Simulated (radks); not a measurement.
Values are calculated unless marked as measured or tabulated.
Question: The manganese ion Mn2+, [Ar] 3d5. Code: a radial shooting solver on a logarithmic mesh with Libxc functionals. Model: non-relativistic Kohn-Sham, PBE, spin-polarised, spherical densities, point nucleus. Every spin shell is full or empty, so the densities are truly spherical. Functionals are evaluated on that one density, not self-consistently. Rank these exchange functionals by their error against the exact value of the orbitals, and give that value: LDA, B88, PBEsol, PW91, PW86, OPTX, WC, AM05, B86b, G96, EV93, revTPSS, MS2, TASK, MVS.

Answer: Exact: -50.6279 hartree. From best to worst, with 100 (|E| - |E exact|)/|E exact| (equal figures are ties): MVS -0.01, PW91 +0.05, MS2 -0.12, B88 +0.13, B86b +0.16, G96 +0.32, PW86 +0.35, OPTX +0.56, revTPSS -0.57, EV93 +0.59, WC -1.15, TASK -2.69, PBEsol -2.88, AM05 -5.86, LDA -6.54.
